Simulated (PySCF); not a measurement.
**Electric field gradients and quadrupole coupling constants**

C7H15PS.
Geometry (GFN2-xTB, Å), atoms numbered from 1 in this order:
```xyz
24
C7H15PS angstrom
C     -2.131   -0.741    1.138
C     -1.963   -0.156   -0.259
C     -3.019    0.907   -0.547
C     -0.562    0.434   -0.416
P      0.740   -0.851   -0.219
S      0.431   -2.512   -1.151
C      2.286    0.009   -0.643
C      3.525   -0.423    0.089
C      2.927    0.916    0.365
H     -1.420   -1.555    1.286
H     -3.134   -1.141    1.268
H     -1.961    0.020    1.899
H     -2.068   -0.969   -0.987
H     -2.941    1.725    0.167
H     -4.015    0.480   -0.472
H     -2.895    1.312   -1.549
H     -0.386    1.238    0.304
H     -0.433    0.839   -1.427
H      0.906   -0.941    1.169
H      2.373    0.245   -1.699
H      3.420   -1.193    0.842
H      4.450   -0.481   -0.463
H      3.435    1.796    0.002
H      2.423    1.062    1.310
```

Field gradients from the PBE0/pcSseg-1 density (PySCF, non-relativistic), principal values in atomic units, ordered |Vxx| ≤ |Vyy| ≤ |Vzz|:

| atom | Vxx | Vyy | Vzz |
| --- | --- | --- | --- |
| S6 | -1.0657 | -1.1942 | 2.2599 |

Q: Find the asymmetry η = (Vxx − Vyy)/Vzz and the couplings χ = eQV/h (234.96 MHz × Q in barn × V in au), with Q(33S) = −0.0678 b.

A: 
| atom | environment | nucleus | η | χzz (MHz) | χxx (MHz) | χyy (MHz) |
| --- | --- | --- | --- | --- | --- | --- |
| S6 | sulfur bonded to P | 33S | 0.06 | -36.00 | 16.98 | 19.02 |

The tensor is traceless: Vxx + Vyy + Vzz = 0.

Q: What is Vzz at S6 in SI units (1 au = 9.71736 × 10²¹ V/m²)?

A: 2.2599 au = 21.961 × 10²¹ V/m².

Were the hydrogens deuterons (Q(2H) = 0.00286 b), χzz would run from 123 kHz (H19) to 222 kHz (H22 and H23).

Isolated species at its GFN2-xTB geometry (one conformer only). GFN2-xTB bond lengths can be off by several hundredths of an ångström, more for odd bonds, and the gradients follow them. With so small a basis the couplings can be 20 % off.
